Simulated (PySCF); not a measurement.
# Frontier levels across methods

C₃H₇OPSi.
Z-matrix (Å and degrees, PBE0-D3(BJ)/def2-SVP geometry), rows numbered from 1:
```
P 
Si  1  2.2658
C   2  1.8419  1  105.89
C   3  1.3528  2  136.01  1    14.77
O   4  1.3583  3  100.26  2  -179.58
C   5  1.4536  4   86.50  3    -0.10
H   1  1.4286  2   94.06  3    83.23
H   1  1.4288  2   94.37  3   177.54
H   2  1.4980  1  107.31  3   120.56
H   2  1.4972  1  113.55  3  -121.20
H   4  1.0942  3  138.64  2     0.58
H   6  1.1009  3  117.06  2    66.86
H   6  1.1009  3  116.97  2   -67.92
```

Basis pcSseg-1 throughout (PySCF), one geometry. One conformer (not necessarily the lowest) at the PBE0-D3(BJ)/def2-SVP geometry, without solvent, vibrations or thermal averaging.

Problem. How do the orbital energies, the gap and the dipole change with the method?

Solution. 
```json
{"method": "BLYP", "kind": "GGA", "HOMO (eV)": "-5.48", "LUMO (eV)": "-1.01", "gap (eV)": "4.47", "μ (D)": "1.14", "SCF cycles": "15"}
{"method": "B97-D", "kind": "GGA", "HOMO (eV)": "-5.61", "LUMO (eV)": "-1.07", "gap (eV)": "4.55", "μ (D)": "1.21", "SCF cycles": "15"}
{"method": "OPBE", "kind": "GGA", "HOMO (eV)": "-5.64", "LUMO (eV)": "-1.08", "gap (eV)": "4.56", "μ (D)": "1.28", "SCF cycles": "16"}
{"method": "PBE", "kind": "GGA", "HOMO (eV)": "-5.66", "LUMO (eV)": "-1.16", "gap (eV)": "4.50", "μ (D)": "1.24", "SCF cycles": "15"}
{"method": "KT3", "kind": "GGA", "HOMO (eV)": "-5.68", "LUMO (eV)": "-1.12", "gap (eV)": "4.56", "μ (D)": "1.14", "SCF cycles": "16"}
{"method": "KT2", "kind": "GGA", "HOMO (eV)": "-5.69", "LUMO (eV)": "-1.15", "gap (eV)": "4.54", "μ (D)": "1.21", "SCF cycles": "16"}
{"method": "BP86", "kind": "GGA", "HOMO (eV)": "-5.77", "LUMO (eV)": "-1.26", "gap (eV)": "4.51", "μ (D)": "1.25", "SCF cycles": "15"}
{"method": "LDA", "kind": "LDA", "HOMO (eV)": "-5.82", "LUMO (eV)": "-1.34", "gap (eV)": "4.48", "μ (D)": "1.37", "SCF cycles": "15"}
{"method": "B97-2", "kind": "global hybrid", "HOMO (eV)": "-6.61", "LUMO (eV)": "-0.31", "gap (eV)": "6.30", "μ (D)": "1.29", "SCF cycles": "14"}
{"method": "B3LYP", "kind": "global hybrid", "HOMO (eV)": "-6.61", "LUMO (eV)": "-0.46", "gap (eV)": "6.15", "μ (D)": "1.22", "SCF cycles": "14"}
{"method": "PBE0", "kind": "global hybrid", "HOMO (eV)": "-6.86", "LUMO (eV)": "-0.27", "gap (eV)": "6.59", "μ (D)": "1.32", "SCF cycles": "14"}
{"method": "mPW1PW91", "kind": "global hybrid", "HOMO (eV)": "-6.89", "LUMO (eV)": "-0.29", "gap (eV)": "6.60", "μ (D)": "1.32", "SCF cycles": "14"}
{"method": "BHandHLYP", "kind": "global hybrid", "HOMO (eV)": "-7.89", "LUMO (eV)": "0.77", "gap (eV)": "8.66", "μ (D)": "1.31", "SCF cycles": "13"}
{"method": "CAM-B3LYP", "kind": "range-separated hybrid", "HOMO (eV)": "-8.14", "LUMO (eV)": "0.87", "gap (eV)": "9.01", "μ (D)": "1.30", "SCF cycles": "13"}
{"method": "wB97X-D", "kind": "range-separated hybrid", "HOMO (eV)": "-8.70", "LUMO (eV)": "1.49", "gap (eV)": "10.19", "μ (D)": "1.39", "SCF cycles": "14"}
{"method": "HF", "kind": "Hartree–Fock", "HOMO (eV)": "-9.46", "LUMO (eV)": "3.26", "gap (eV)": "12.72", "μ (D)": "1.36", "SCF cycles": "11"}
{"method": "LC-wPBE", "kind": "range-separated hybrid", "HOMO (eV)": "-9.51", "LUMO (eV)": "1.94", "gap (eV)": "11.45", "μ (D)": "1.43", "SCF cycles": "14"}
```

The HOMO spans 4.03 eV, from BLYP down to LC-wPBE, and the gap runs from 4.47 eV (BLYP) to 12.72 eV (HF). Over the methods BLYP (0 %), B97-D (0 %), OPBE (0 %), PBE (0 %), KT3 (0 %), KT2 (0 %), BP86 (0 %), LDA (0 %), B97-2 (21 %), B3LYP (20 %), PBE0 (25 %), mPW1PW91 (25 %), BHandHLYP (50 %), HF (100 %), a straight line through the gap against the share of exact exchange rises by 0.82 eV for each 10 % (correlation coefficient 1.000). The dipole ranges from 1.14 D (BLYP) to 1.43 D (LC-wPBE). This basis has no diffuse functions.
